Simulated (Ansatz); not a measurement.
Ge2Te. The state is a singlet with charge 0. Geometry PBE0-D4/def2-TZVP; atoms count from 1.

```xyz
3

Ge    2.159   -0.245   -0.864
Ge    0.007    0.007   -0.001
Te   -2.166    0.238    0.865
```

In the def2 sets Te takes a core potential; there is no spin–orbit coupling. The restricted singlet is unstable towards broken spin symmetry in Hartree–Fock (as tested in another run); at PBE0-D4/def2-TZVP this wasn't settled. The geometry of the singlet was relaxed on an unsound state (restricted singlet whose occupied levels cross empty ones at other levels, untested at these). Another isomer (singlet) lies 1.88 eV lower at PBE0-D4/def2-TZVP; other spin states weren't run for this one.

Question: Estimate the Mulliken populations from the PBE0/def2-TZVP orbitals of Ansatz.

Answer: 
```
atom  charge (e)
 Ge1        0.08
 Ge2        0.08
 Te3       -0.15
```
Mulliken values and Mayer orders depend strongly on the basis.

Question: And the Mayer bond orders between bonded heavy atoms (over 0.3)?

Answer: Ge1–Ge2 1.55 (2.33 Å); Ge2–Te3 1.89 (2.35 Å). Values over 0.3 also appear between atoms too far apart for a bond (Ge1–Te3 0.39 at 4.68 Å); they arise where an orbital or an unpaired electron spreads over both atoms.
